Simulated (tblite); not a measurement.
C2H10Ge2Si2.
Bonds: C1–C2 (triple), C2–Si3, Si3–Si4, Si4–Ge5, Si4–Ge6. Hydrogens: H7 on C1; H8, H9 on Si3; H10 on Si4; H11, H12, H13 on Ge5; H14, H15, H16 on Ge6.

Computed with GFN2-xTB (tblite), gas phase: L-BFGS steps from a force-field or distance-geometry start until the largest atomic force falls under 0.01 eV/Å.

Step 5: E = -451.2727 eV
```
atom  x, y, z in Å  |  force x, y, z in eV/Å
C1      2.9954   -1.0647    0.3976   -0.272   0.077  -0.288
C2      2.1533   -0.8331   -0.4373    0.354  -0.113   0.191
Si3     0.8510   -0.4751   -1.7108   -0.027  -0.015   0.080
Si4    -1.0136    0.3155   -0.5803    0.229  -0.026  -0.434
Ge5    -1.7091   -1.2946    0.9048    0.001   0.164  -0.084
Ge6    -0.4142    2.2213    0.5720   -0.162  -0.225  -0.205
H7      3.7413   -1.2695    1.1189   -0.154   0.044  -0.106
H8      0.5199   -1.7292   -2.4023    0.182   0.020  -0.064
H9      1.3633    0.5547   -2.6229    0.127  -0.120  -0.062
H10    -2.0643    0.6085   -1.5640   -0.095   0.039   0.050
H11    -2.8966   -0.8421    1.6738   -0.180  -0.181   0.238
H12    -2.0742   -2.5584    0.2177   -0.108  -0.232   0.098
H13    -0.6484   -1.6285    1.8925   -0.046  -0.134   0.136
H14     0.0832    3.2785   -0.3461    0.061   0.244   0.076
H15    -1.5625    2.7781    1.3275   -0.024   0.309   0.209
H16     0.6681    1.9476    1.5476    0.115   0.148   0.164
```

Step 6: E = -451.3293 eV
```
atom  x, y, z in Å  |  force x, y, z in eV/Å
C1      2.9916   -1.0631    0.3922    0.566  -0.157   0.546
C2      2.1672   -0.8393   -0.4456   -0.597   0.153  -0.675
Si3     0.8546   -0.4788   -1.7108    0.300  -0.088  -0.302
Si4    -1.0039    0.3155   -0.6128   -0.071  -0.166  -0.273
Ge5    -1.7116   -1.2780    0.8952   -0.090  -0.016  -0.032
Ge6    -0.4307    2.2024    0.5551    0.033   0.230   0.196
H7      3.7330   -1.2672    1.1160   -0.097   0.031  -0.061
H8      0.5417   -1.7406   -2.4174    0.176   0.150   0.030
H9      1.3865    0.5482   -2.6393    0.022  -0.255   0.095
H10    -2.0811    0.6149   -1.5628   -0.086   0.037   0.002
H11    -2.8990   -0.8793    1.6949   -0.180  -0.071   0.176
H12    -2.0820   -2.5670    0.2503   -0.086  -0.172   0.021
H13    -0.6778   -1.6449    1.8954    0.076  -0.081   0.152
H14     0.0836    3.2949   -0.3138    0.049   0.199  -0.028
H15    -1.5402    2.8122    1.3423   -0.036   0.162   0.104
H16     0.6604    1.9791    1.5498    0.024   0.044   0.048
```

Step 7: E = -451.3469 eV
```
atom  x, y, z in Å  |  force x, y, z in eV/Å
C1      2.9912   -1.0627    0.3913    0.451  -0.128   0.430
C2      2.1707   -0.8414   -0.4522   -0.507   0.130  -0.560
Si3     0.8597   -0.4814   -1.7161    0.312  -0.092  -0.346
Si4    -1.0018    0.3132   -0.6284   -0.100  -0.140  -0.158
Ge5    -1.7141   -1.2724    0.8914   -0.113  -0.091   0.023
Ge6    -0.4363    2.1991    0.5519    0.067   0.303   0.240
H7      3.7299   -1.2662    1.1154   -0.051   0.020  -0.016
H8      0.5525   -1.7433   -2.4230    0.160   0.135   0.024
H9      1.3960    0.5425   -2.6445    0.017  -0.239   0.089
H10    -2.0890    0.6179   -1.5625   -0.097   0.038  -0.029
H11    -2.9017   -0.8950    1.7050   -0.160  -0.034   0.136
H12    -2.0860   -2.5720    0.2638   -0.078  -0.146  -0.008
H13    -0.6887   -1.6523    1.8982    0.095  -0.048   0.128
H14     0.0841    3.3034   -0.3011    0.040   0.174  -0.057
H15    -1.5311    2.8273    1.3490   -0.052   0.115   0.074
H16     0.6571    1.9922    1.5506    0.015   0.002   0.030
```

Step 8: E = -451.3742 eV
```
atom  x, y, z in Å  |  force x, y, z in eV/Å
C1      2.9905   -1.0621    0.3893    0.000  -0.009  -0.043
C2      2.1750   -0.8448   -0.4673   -0.032   0.008  -0.040
Si3     0.8751   -0.4881   -1.7332    0.165  -0.054  -0.252
Si4    -0.9989    0.3065   -0.6599   -0.069  -0.019   0.107
Ge5    -1.7214   -1.2651    0.8860   -0.129  -0.218   0.144
Ge6    -0.4451    2.2001    0.5511    0.084   0.304   0.186
H7      3.7239   -1.2643    1.1148    0.019   0.002   0.057
H8      0.5757   -1.7451   -2.4327    0.112   0.001  -0.054
H9      1.4136    0.5268   -2.6523    0.069  -0.104  -0.026
H10    -2.1057    0.6243   -1.5629   -0.106   0.035  -0.075
H11    -2.9109   -0.9233    1.7266   -0.086   0.017   0.038
H12    -2.0952   -2.5850    0.2868   -0.057  -0.075  -0.041
H13    -0.7054   -1.6663    1.9062    0.076   0.024   0.037
H14     0.0862    3.3232   -0.2805    0.014   0.108  -0.076
H15    -1.5174    2.8572    1.3631   -0.070   0.039   0.025
H16     0.6523    2.0148    1.5536    0.011  -0.058   0.012
```

**Question.** Estimate the geometry and energy of step 9. (The exact step hangs on the optimiser's Hessian estimate; all steps are aligned on step 8, rigid shifts and turns removed.)

**Answer.** E = -451.3829 eV, largest force 0.269 eV/Å
```
atom  x, y, z in Å  |  force x, y, z in eV/Å
C1      2.9903   -1.0621    0.3879   -0.123   0.024  -0.175
C2      2.1754   -0.8455   -0.4721    0.132  -0.034   0.129
Si3     0.8824   -0.4910   -1.7423    0.034  -0.022  -0.103
Si4    -0.9988    0.3039   -0.6676   -0.032   0.038   0.186
Ge5    -1.7257   -1.2672    0.8872   -0.100  -0.203   0.146
Ge6    -0.4458    2.2062    0.5544    0.058   0.210   0.089
H7      3.7222   -1.2636    1.1152    0.015   0.003   0.054
H8      0.5840   -1.7445   -2.4358    0.090  -0.088  -0.108
H9      1.4190    0.5200   -2.6541    0.116  -0.010  -0.113
H10    -2.1119    0.6266   -1.5641   -0.079   0.025  -0.061
H11    -2.9161   -0.9296    1.7335   -0.057   0.016   0.010
H12    -2.0991   -2.5909    0.2910   -0.052  -0.056  -0.035
H13    -0.7070   -1.6696    1.9099    0.045   0.039   0.001
H14     0.0874    3.3313   -0.2778    0.004   0.086  -0.059
H15    -1.5163    2.8660    1.3679   -0.066   0.032   0.020
H16     0.6523    2.0190    1.5555    0.017  -0.057   0.019
```

The energy changes by -0.0087 eV. The first-order estimate −F·Δx gives -0.0116 eV and the mean of the old and new forces, exact on a quadratic surface, -0.0086 eV. The step makes an angle of 55° with the force vector and moves no atom by more than 0.012 Å.

What follows is the cost of the whole relaxation. The run took 0.69 s wall on an Arm Neoverse N1 with one thread, shared host.
